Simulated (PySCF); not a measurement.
Field gradients at the hydrogen positions

Compound: C₆H₁₃NOSi.
Cartesian coordinates in Å at the GFN2-xTB level; atoms count from 1:
```
atom  x, y, z in Å
O1    -3.3041   -0.1386   -0.6532
C2    -2.1356    0.0348   -0.4149
C3    -1.0220   -0.6038   -1.2071
C4    -0.0411   -1.3307   -0.2864
C5     0.5083   -0.3927    0.7870
N6     1.2712    0.6890    0.1969
Si7    2.5567    0.5078   -0.9349
C8    -0.6613    0.1677    1.6018
C9    -1.6407    0.9236    0.7011
H10   -0.4872    0.1909   -1.7313
H11   -1.4437   -1.2916   -1.9416
H12    0.7811   -1.7379   -0.8757
H13   -0.5488   -2.1634    0.2049
H14    1.1476   -0.9871    1.4653
H15    1.3828    1.4409    0.8614
H16    1.9975    0.0751   -2.2188
H17    3.5842   -0.4641   -0.5328
H18    3.1234    1.8509   -1.0238
H19   -1.1794   -0.6565    2.0966
H20   -0.2879    0.8394    2.3792
H21   -1.1226    1.7716    0.2471
H22   -2.4890    1.2941    1.2784
```

Level: PBE0/pcSseg-1 (PySCF, non-relativistic); Q(2H) = 0.00286 b; rigid geometry, the same for H and D, with no vibrational averaging.

Problem. Rank these positions by the coupling χzz of a deuteron there, largest first.
A. H19 (methylene hydrogen)
B. H15 (N–H hydrogen)
C. H14 (methine hydrogen)
D. H17 (Si–H hydrogen)
E. H18 (Si–H hydrogen)

Solution. B (280 kHz), A (203 kHz), C (185 kHz), E (110 kHz), D (105 kHz).

Problem. What are Vzz, η and χzz (234.96 MHz × Q × Vzz) at all hydrogens?

Solution. 
```tsv
atom	bonded to	bond length (Å)	Vzz (au)	η	χzz (kHz)
H10	C3	1.092	0.3016	0.04	203
H11	C3	1.091	0.3036	0.01	204
H12	C4	1.090	0.3061	0.02	206
H13	C4	1.092	0.3017	0.01	203
H14	C5	1.105	0.2757	0.03	185
H15	N6	1.010	0.4168	0.19	280
H16	Si7	1.466	0.1594	0.04	107
H17	Si7	1.470	0.1558	0.02	105
H18	Si7	1.460	0.1636	0.04	110
H19	C8	1.092	0.3015	0.01	203
H20	C8	1.093	0.3026	0.02	203
H21	C9	1.093	0.3008	0.04	202
H22	C9	1.091	0.3037	0.01	204
```

Problem. Average by the element that carries the hydrogen.

Solution. on C: 201 kHz over 9 positions, mean bond length 1.093 Å; on N: 280 kHz over 1 position, mean bond length 1.010 Å; on Si: 107 kHz over 3 positions, mean bond length 1.466 Å.

Problem. How does χzz go with the bond length over the 9 C–H bonds?

Solution. A straight-line fit has a slope of -13.1 kHz for each 0.01 Å, with a correlation coefficient of -0.99, over lengths from 1.090 to 1.105 Å. The longer bonds have the smaller couplings here.

Geometry: GFN2-xTB, one conformer, isolated molecule. GFN2-xTB bond lengths can be off by several hundredths of an ångström, more for odd bonds, and the gradients follow them. A larger basis could move these couplings by a tenth or more.
